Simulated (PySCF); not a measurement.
C₃H₈NO, SMILES C([NH+](C)C)=O, charge +1. Heavy atoms are numbered as in [CH3:1][NH+:2]([CH3:3])[CH:4]=[O:5]. Hydrogens are named by the atom that carries them.

Geometry: ωB97X-D3(BJ)/def2-SVP. The isomer is the one that the SMILES or the coordinates give; other isomers of the formula were not compared. The values are those of a single conformer.

Level of theory: PBE0/pcSseg-1 (PySCF).

GIAO shieldings, no solvent; atoms alike by connectivity are averaged. δ = σ(ref) − σ: ¹³C against TMS (σ = 186.3 ppm); ¹⁵N against NH3 (σ = 267.4 ppm); ¹⁷O against H2O (σ = 334.2 ppm); ¹H against TMS (σ = 31.56 ppm), references at their B3LYP-D3(BJ)/def2-TZVP geometries, non-relativistic.

```json
[
 {"nucleus": "¹³C", "atoms": "C4 (CH)", "count": "1", "δ (ppm)": "164.2"},
 {"nucleus": "¹³C", "atoms": "C1 (CH3)", "count": "2", "δ (ppm)": "41.7"},
 {"nucleus": "¹⁵N", "atoms": "N2 (NH)", "count": "1", "δ (ppm)": "112.5"},
 {"nucleus": "¹⁷O", "atoms": "O5", "count": "1", "δ (ppm)": "622.7"},
 {"nucleus": "¹H", "atoms": "H on C4", "count": "1", "δ (ppm)": "8.77"},
 {"nucleus": "¹H", "atoms": "H on N2", "count": "1", "δ (ppm)": "4.73"},
 {"nucleus": "¹H", "atoms": "H on C1", "count": "6", "δ (ppm)": "3.61"}
]
```
